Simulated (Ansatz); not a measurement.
`Cl[SiH]1CS1` + SiH₄ → `[SiH3][SiH]1CS1` + HCl at 700 K and 1 bar (formal exchange of groups at the Si–Cl bond).

Computed with Ansatz on PBE0-D4/def2-TZVP structures; ΔE is electronic, products minus reactants. CCSD(T)/CBS is the MP2 limit (def2-TZVPP, def2-QZVPP) plus CCSD(T) − MP2 in def2-TZVPP, frozen cores. This one scheme is used for every species.

```json
{"species": "`Cl[SiH]1CS1`", "CCSD(T)/CBS energy (Eh)": "-1186.53914", "H − E (kJ/mol)": "159.0", "S (J/(mol·K))": "395.5"}
{"species": "SiH₄", "CCSD(T)/CBS energy (Eh)": "-291.46306", "H − E (kJ/mol)": "115.5", "S (J/(mol·K))": "252.9"}
{"species": "`[SiH3][SiH]1CS1`", "CCSD(T)/CBS energy (Eh)": "-1017.58743", "H − E (kJ/mol)": "239.8", "S (J/(mol·K))": "457.9"}
{"species": "HCl", "CCSD(T)/CBS energy (Eh)": "-460.38127", "H − E (kJ/mol)": "38.4", "S (J/(mol·K))": "211.8"}
```

H − E and S are ideal-gas, rigid-rotor, harmonic terms from PBE0-D4/def2-TZVP, for one conformer and one mirror image of each species. 1 Eh = 2625.50 kJ/mol, R = 8.31446 J/(mol·K).

Task: By hand: ΔE, ΔH, ΔS and ΔG.

Result: ΔE = (-1017.58743) + (-460.38127) − (-1186.53914) − (-291.46306) = 0.03350 Eh = 88.0 kJ/mol. Δ(H − E) = 239.8 + 38.4 − 159.0 − 115.5 = 3.7, so ΔH = 91.7 kJ/mol. ΔS = 457.9 + 211.8 − 395.5 − 252.9 = 21.3 J/(mol·K). ΔG = 91.7 − 700 × (21.3)/1000 = 76.8 kJ/mol.

Task: By hand: the equilibrium constant, and the temperature at which ΔG would vanish if ΔH and ΔS stayed fixed.

Result: log₁₀ K = −ΔG/(RT ln 10) = -5.7. ΔG = 0 at ΔH/ΔS = 4305 K, far beyond where these terms or the molecules hold.

ΔH outweighs TΔS. A doubt of 5 kJ/mol in ΔE shifts log₁₀ K by 0.4 here. Other conformers and mirror images would add mixing entropy, several J/(mol·K) or more a flexible species. These are equilibria of isolated gas molecules and say nothing of rates. Largest T1 diagnostic: 0.013 (customary marks: 0.02 for closed shells, 0.045 for open ones).
